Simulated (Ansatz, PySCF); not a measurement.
Spin gap between two states, R1 and P1; the higher of the two is an excited state, each structure at its B3LYP-D3(BJ)/def2-TZVP stationary point, reached from a drawn start (curvature not checked).
R1, SiH2 (SMILES [SiH2]) (charge 0, multiplicity 1):
| atom | x (Å) | y (Å) | z (Å) |
|---|---|---|---|
| Si | 0.0000 | 0.0000 | -0.7087 |
| H | 1.0908 | 0.0000 | 0.3544 |
| H | -1.0908 | 0.0000 | 0.3544 |
P1, SiH2 (SMILES [SiH2]) (charge 0, multiplicity 3):
```json
[
 {"atom": "Si", "x (Å)": "0.0000", "y (Å)": "0.0000", "z (Å)": "-0.5066"},
 {"atom": "H", "x (Å)": "1.2755", "y (Å)": "0.0000", "z (Å)": "0.2533"},
 {"atom": "H", "x (Å)": "-1.2755", "y (Å)": "0.0000", "z (Å)": "0.2533"}
]
```

P less R. No zero-point or thermal terms; singlets are restricted closed shells; open shells are unrestricted.

Cores are frozen in the correlated methods. CBS: X⁻³ extrapolation of the correlation energy, Hartree–Fock from the larger set.

Programs: Ansatz (Gaussian basis) for Hartree–Fock, density functionals and correlated methods; PySCF for the D3/D4 terms. No computed number here is a measurement.

The comparison value is 20.48 kcal/mol (CCSD(T)/CBS(cc-pV(T+d)Z, cc-pV(Q+d)Z)). It is a level with limits of its own, not the exact answer.

Question: Order these levels by how close they come to the comparison value for the spin gap, closest first: BHLYP/def2-TZVPP, HF/cc-pV(Q+d)Z, CAM-B3LYP-D3(BJ)/def2-TZVPP, MP2/cc-pV(T+d)Z, B3LYP-D4/def2-TZVPP. Give each level's value less the comparison value.

Answer: B3LYP-D4/def2-TZVPP (0.02 kcal/mol), CAM-B3LYP-D3(BJ)/def2-TZVPP (-0.60 kcal/mol), BHLYP/def2-TZVPP (-1.13 kcal/mol), MP2/cc-pV(T+d)Z (-4.08 kcal/mol), HF/cc-pV(Q+d)Z (-16.52 kcal/mol)

Ansatz is a quantum-chemistry and plane-wave program.
